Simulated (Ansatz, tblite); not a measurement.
Ge nanocrystals, hexagonal, H-capped: gap (eV) at several levels, gas phase, relaxed structures; Ansatz, xTB through tblite. A dash marks a value that wasn't run or was left out as unsound. The structures are stationary points that may keep the symmetry of their start.

```
     species    state         geometry  GFN1-xTB  GFN2-xTB  PBE-D4/def2-SVP  PBE-D4/def2-TZVP  PBE0-D4/def2-SVP  PBE0-D4/def2-TZVP
     Ge18H24  singlet  PBE-D4/def2-SVP      2.85      3.73             3.76              3.69              5.35               5.26
Ge23H30, rod  singlet  PBE-D4/def2-SVP      2.59      3.54             3.78              3.72              5.35               5.27
     Ge24H30  singlet  PBE-D4/def2-SVP      2.66      3.54             3.61                 –              5.18                  –
```

(1) Estimate the rows for Ge21H28 (singlet, r2SCAN-D4/def2-SVP geometry).

(1) 
| species | state | geometry | GFN1-xTB | GFN2-xTB | PBE-D4/def2-SVP | PBE-D4/def2-TZVP | PBE0-D4/def2-SVP | PBE0-D4/def2-TZVP |
| --- | --- | --- | --- | --- | --- | --- | --- | --- |
| Ge21H28 | singlet | r2SCAN-D4/def2-SVP | 2.72 | 3.66 | 3.77 | 3.71 | 5.35 | 5.27 |

Over the 3 species that have every level, the mean is 2.72 at GFN1-xTB, 3.64 at GFN2-xTB, 3.77 at PBE-D4/def2-SVP, 3.71 at PBE-D4/def2-TZVP, 5.35 at PBE0-D4/def2-SVP, 5.26 at PBE0-D4/def2-TZVP. Orbital gaps grow with the share of exact exchange and aren't one observable across functionals.
